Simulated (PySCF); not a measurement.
C4H5BO2, SMILES C=C1C=COB1O.

Geometry optimised at B3LYP-D3(BJ)/def2-SVP. This is a generated structure with no PubChem entry under its InChIKey; it may be hypothetical. Other conformers were not sampled.

Two levels are set side by side: TDDFT-PBE/def2-SVPD (PySCF) and TDDFT-M06-2X/def2-SVPD (PySCF). Vertical, same geometry. The lowest singlet is HOMO→LUMO 89 % with PBE and HOMO→LUMO 95 % with the other functional; states are paired by order. Differences are taken from unrounded values.

| quantity | TDDFT-M06-2X |
|---|---|
| lowest singlet excitation (eV) | 4.67 |
| lowest triplet excitation (TDA) (eV) | 2.94 |
| first bright state (f over 0.05) (eV) | 4.67 |
| its oscillator strength | 0.22 |

Question: What does TDDFT-PBE give, and how far is it from TDDFT-M06-2X? (The exact figures need the calculation; the answer reports its results.)

Answer: 
| quantity | TDDFT-PBE | TDDFT-PBE minus TDDFT-M06-2X |
|---|---|---|
| lowest singlet excitation (eV) | 3.91 | -0.75 |
| lowest triplet excitation (TDA) (eV) | 2.55 | -0.39 |
| first bright state (f over 0.05) (eV) | 3.91 | -0.75 |
| its oscillator strength | 0.10 | -0.11 |

Functionals without exact exchange tend to place singlet excitations lower, as here. Differences between two approximate levels are no errors against the true value.

Rough cost on one machine, each run with all the roots and properties that it gave: TDDFT-M06-2X against TDDFT-PBE about 20 times.
